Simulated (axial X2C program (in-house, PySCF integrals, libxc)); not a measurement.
Low determinants of SbTe⁻ at the PBE0 level, 2c

Calculated with an axial X2C code built on PySCF integrals. Two-component (2c) means X2C with spin–orbit coupling and atomic mean-field two-electron Coulomb and Gaunt terms. Basis: Te dyall-acv3z [12s13p9d5f1g], Sb dyall-acv3z [12s13p9d5f1g] (cores contracted in-house); Gaussian nuclei, density fitting, unrestricted open shells. Masses: Te 129.906 u, Sb 120.904 u.

Search at 2.610 Å (vertical energies from the lowest determinant):

```json
{"ΔE (eV)": "0.00", "state": "Ω = 1", "electrons beyond evenly filled partner blocks": "ω = -1/2, ω = 3/2", "electrons in ±ω = 1/2, 3/2, 5/2, 7/2": "65 31 8 0"}
{"ΔE (eV)": "0.16", "state": "Ω = 0", "electrons beyond evenly filled partner blocks": "none", "electrons in ±ω = 1/2, 3/2, 5/2, 7/2": "66 30 8 0"}
{"ΔE (eV)": "0.52", "state": "Ω = 2", "electrons beyond evenly filled partner blocks": "ω = 1/2, ω = 3/2", "electrons in ±ω = 1/2, 3/2, 5/2, 7/2": "65 31 8 0"}
{"ΔE (eV)": "0.89", "state": "Ω = 0", "electrons beyond evenly filled partner blocks": "none", "electrons in ±ω = 1/2, 3/2, 5/2, 7/2": "64 32 8 0"}
{"ΔE (eV)": "1.88", "state": "Ω = 3", "electrons beyond evenly filled partner blocks": "2 × ω = 3/2", "electrons in ±ω = 1/2, 3/2, 5/2, 7/2": "66 30 8 0"}
{"ΔE (eV)": "2.06", "state": "Ω = 1", "electrons beyond evenly filled partner blocks": "2 × ω = 1/2", "electrons in ±ω = 1/2, 3/2, 5/2, 7/2": "66 30 8 0"}
{"ΔE (eV)": "2.63", "state": "Ω = 1", "electrons beyond evenly filled partner blocks": "2 × ω = 1/2", "electrons in ±ω = 1/2, 3/2, 5/2, 7/2": "64 32 8 0"}
```

Lowest determinant, Ω = 1 (⟨Sz⟩ = 0.99, ⟨Lz⟩ = 0.01 at PBE0): Re = 2.645 Å, ωe = 220.5 cm⁻¹.

The determinant in row 2 of the search, Ω = 0 (closed shell), was followed along the bond at PBE0; measured from the minimum of the lowest determinant it gives:

Te = 0.161 eV (1301 cm⁻¹), Re = 2.640 Å, ωe = 224.5 cm⁻¹.

Problem. Compare the bond of the determinant in row 2 with that of the lowest one.

Solution. At PBE0 its Re is 0.005 Å shorter and its force constant, which goes as ωe², is 1.04 times that of the lowest determinant. T0 ≈ Te + Δωe/2 = 1301 + (2) = 1303 cm⁻¹.

The search compares states at one distance, so a state with another bond length can lie lower; it is not exhaustive and yields mostly the lowest determinant of each block pattern, so other components and higher states of one pattern are missing. These are energies of single determinants, not of spin-adapted states; PBE0 term energies can be off by some tenths of an eV, and the functional has no current term. Open-shell Ω = 0 determinants with evenly filled partner blocks cannot be reached by this program, so the Ω shown need not be the lowest component. The lowest determinant need not be the ground state where others lie within half an eV. A closed-shell Ω = 0 row of a π² shell mixes the 0⁺ component of the triplet with ¹Σ⁺ and matches no level; 0⁺ can lie lowest. For an anion, determinants above electron detachment are held by the basis set. The highest occupied level of some functionals is positive through self-interaction error; at Hartree–Fock it is bound.
